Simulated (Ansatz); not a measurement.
C2H5NO, SMILES `C1NCO1` (charge 0, multiplicity 1).

Computed with frozen-core CCSDT(Q)/6-31g // B3LYP-D3(BJ)/def2-TZVP (Ansatz, a program for electronic structure).

Ansatz 0.2 input:
```yaml
crystal:
  periodic: [false, false, false]
  atoms:
    - { symbol: C, position_ang: [-1.010438, -0.075166, -0.16084] }
    - { symbol: N, position_ang: [0.0157, 0.81422, 0.411288] }
    - { symbol: C, position_ang: [1.004887, -0.105515, -0.177685] }
    - { symbol: O, position_ang: [-0.020181, -0.892691, -0.806018] }
    - { symbol: H, position_ang: [-1.608608, -0.634363, 0.569199] }
    - { symbol: H, position_ang: [-1.670225, 0.409362, -0.88669] }
    - { symbol: H, position_ang: [0.024056, 0.807697, 1.422932] }
    - { symbol: H, position_ang: [1.666741, 0.359109, -0.914583] }
    - { symbol: H, position_ang: [1.598065, -0.682653, 0.542396] }
basis:
  gaussian: { orbitals: "6-31g" }
correlation:
  method: ccsdt_q
```

Output:

```
Functional definition: HF
1098 factors; integrals over basis functions are off by at most 1.2e-7 eV
mean field evaluation 1: about -5651.7090 eV, gradient 3.0e1 eV
mean field evaluation 2: about -5651.7119 eV, gradient 3.0e1 eV
mean field evaluation 4: about -5653.9444 eV, gradient 2.7e0 eV
mean field evaluation 8: about -5653.9707 eV, gradient 3.9e-4 eV
mean field evaluation 16: about -5653.9682 eV, gradient 2.5e-1 eV
mean field -5653.97072564 eV, -207.7795917681 hartree, gradient 8.2e-6 eV, S^2 0.000000; 0 other end points of the search recorded, 0 dependent functions left out
4 core orbitals not correlated
reference -5653.97072564 eV, -207.7795917681 hartree; 12, 12 occupied and 30, 30 virtual orbitals, 1098 factors
second order -10.96705390 eV of doubles, -0.00000000 eV of singles
cycle   1  -11.36507925 eV  change   -4.0e-1 eV  update   9.0e-2
cycle   2  -11.90744437 eV  change   -5.4e-1 eV  update   3.5e-2
cycle   3  -12.14031637 eV  change   -2.3e-1 eV  update   1.7e-2
cycle   4  -12.12656738 eV  change    1.4e-2 eV  update   4.1e-3
cycle   5  -12.12402090 eV  change    2.5e-3 eV  update   2.0e-3
cycle   6  -12.12613140 eV  change   -2.1e-3 eV  update   7.0e-4
cycle   7  -12.12624597 eV  change   -1.1e-4 eV  update   2.8e-4
cycle   8  -12.12600299 eV  change    2.4e-4 eV  update   1.2e-4
cycle   9  -12.12598327 eV  change    2.0e-5 eV  update   4.6e-5
cycle  10  -12.12603937 eV  change   -5.6e-5 eV  update   2.0e-5
cycle  11  -12.12599335 eV  change    4.6e-5 eV  update   8.2e-6
cycle  12  -12.12599695 eV  change   -3.6e-6 eV  update   3.3e-6
cycle  13  -12.12599745 eV  change   -5.0e-7 eV  update   1.5e-6
perturbative correction -0.03387307 eV, -0.0012448125 hartree
Total energy: -5666.13059616 eV, -208.2264587677 hartree
```
